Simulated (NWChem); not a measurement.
**Ionisation of Sn (+1)**

```
Sn
```
Charge +1, spin multiplicity 2.

All runs are NWChem calculations.

Basis set: def2-TZVPD. −ε marks an orbital energy of the parent.

Effective core potentials replace the inner electrons of Sn; spin-orbit coupling is left out. B3LYP has NWChem's definition, with VWN1-RPA local correlation. No SCF solution was tested for a lower state. Open-shell Hartree-Fock references start from PBE0 orbitals.

**Question.** Order these methods by the first vertical ionisation energy they give, lowest first: −ε(alpha HOMO) of B3LYP, −ε(alpha HOMO) of r2SCAN, −ε(alpha HOMO) of PBE, −ε(alpha HOMO) of HF.

**Answer.** −ε(alpha HOMO) of PBE (10.62 eV), −ε(alpha HOMO) of r2SCAN (10.95 eV), −ε(alpha HOMO) of B3LYP (11.37 eV), −ε(alpha HOMO) of HF (14.03 eV)
